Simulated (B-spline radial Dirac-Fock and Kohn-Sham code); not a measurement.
**Energy-loss ionisation edge N3 (4p3/2) of La**

System: neutral lanthanum in the configuration [Xe] 5d1 6s2. Level of theory: the first Born approximation with generalised oscillator strengths from a Dirac-Hartree-Slater potential (longitudinal and transverse terms; continuum final states only, so no white lines or fine structure); a radial atomic solver. The edge is taken at 196.0 eV (tabulated value).

Partial cross sections σ(β, Δ) in barn, integrated over a window Δ above the edge and up to the collection semi-angle β, for parallel illumination:

```csv
E₀ (kV),β (mrad),Δ = 25 eV,Δ = 50 eV,Δ = 100 eV,Δ = 200 eV,Δ = 300 eV
60,10,1590,2860,4740,6990,8150
60,20,2300,4100,6840,10300,12300
60,100,4350,7840,13200,21000,26200
80,20,2060,3660,6110,9280,11100
80,50,?,?,?,?,?
100,5,934,1680,2770,4050,4690
100,10,1360,2450,4100,6160,7270
100,20,1890,3370,5620,8560,10300
100,50,2850,5110,8540,13400,16400
120,10,1290,2320,3890,5870,6960
120,20,1780,3160,5280,8060,9670
200,20,1550,2750,4590,7050,8490
300,5,803,1450,2450,3720,4420
300,20,1440,2570,4280,6640,8030
```

Question: Give the row for 80 kV and 50 mrad.

Answer: 3220 b for 25 eV, 5730 b for 50 eV, 9530 b for 100 eV, 14800 b for 200 eV, 18000 b for 300 eV.

Values without a named source are computed, but for edge energies of neutral atoms, which are taken from tables.
